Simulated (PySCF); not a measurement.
## C₆ coefficients of unlike pairs at PBE

Calculated with PySCF 2.14 from the dipole response of each species, C₆(A,B) = (3/π) ∫ α_A(iu) α_B(iu) du, in atomic units, from isotropic polarisabilities. For ions this is the dispersion term alone; charge-induced terms of lower order in 1/R come first.

```json
{"species": "K⁺", "configuration": "[Ar] (1S)", "basis": "dyall-av3z (25s18p5d2f)", "relativity": "none", "α (bohr³)": "5.650", "C₆ (like pair)": "24.41"}
{"species": "Ba²⁺", "configuration": "[Xe] (1S)", "basis": "def2-TZVPPD with the def2 core potential (46 electrons) (6s4p3d1f)", "relativity": "core potential", "α (bohr³)": "10.49", "C₆ (like pair)": "75.44"}
{"species": "Cu³⁺", "configuration": "[Ar] 3d8 (3F)", "basis": "aug-cc-pVTZ-PP with one added diffuse shell each of s, p, d, f, g type with ECP10MDF (7s7p6d4f3g)", "relativity": "core potential", "α (bohr³)": "1.625", "C₆ (like pair)": "3.699"}
{"species": "O²⁺", "configuration": "[He] 2s2 2p2 (3P)", "basis": "dyall-av3z (15s9p3d2f)", "relativity": "none", "α (bohr³)": "1.748", "C₆ (like pair)": "2.337"}
```

Problem. Estimate C₆ for Cu³⁺ with Ba²⁺.

Solution. The integral gives 15.35. The combination rule 2 C_A C_B / (C_A α_B/α_A + C_B α_A/α_B) gives 15.69 and the geometric mean 16.71.

No spin-orbit coupling is included.

The other pairs:

```
     pair     C₆
O²⁺, Ba²⁺  13.15
O²⁺, Cu³⁺  2.833
 Ba²⁺, K⁺  42.82
 Cu³⁺, K⁺  8.944
  O²⁺, K⁺  7.528
```
